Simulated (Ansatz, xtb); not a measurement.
The molecule TiSn, multiplicity 5 (lowest of 2S+1 = 1, 3, 5, 7 at PBE0/def2-TZVPP; our sources give no spin for the ground state, which may be another). No spin–orbit coupling. Ti is treated without relativity.

The constants come from a fifth-degree fit in 1/R (seven points, main isotopes). Runs in def2 and cc sets follow the lowest solution found near the PBE0 minimum.

Programs: Ansatz (a first-principles code); xtb for the GFN methods. Values without a source in brackets are computed. In def2 rows elements past Kr take small-core potentials, without spin–orbit coupling. The GFN methods have no spin term and hold the electronic entropy of 300 K.

```csv
level,r_e (Å),ω_e (cm⁻¹),ω_e x_e (cm⁻¹),dipole (D)
GFN1-xTB,2.561,[?],0.93,-
SVWN5/def2-TZVPP,2.642,246,0.65,2.32
r2SCAN/def2-TZVPP,2.682,236,0.74,3.32
B97M-V/def2-TZVPP,2.722,224,0.68,2.84
B3LYP/def2-TZVPP,2.704,226,0.74,2.98
PBE0/def2-TZVPP,2.678,236,0.73,3.44
BHLYP/def2-TZVPP,2.748,202,0.93,3.57
CAM-B3LYP/def2-TZVPP,[?],[?],0.92,3.59
```

Problem. Some entries are withheld; supply them.

Solution. 
- CAM-B3LYP/def2-TZVPP, r_e (Å): 2.670
- CAM-B3LYP/def2-TZVPP, ω_e (cm⁻¹): 235
- GFN1-xTB, ω_e (cm⁻¹): 327
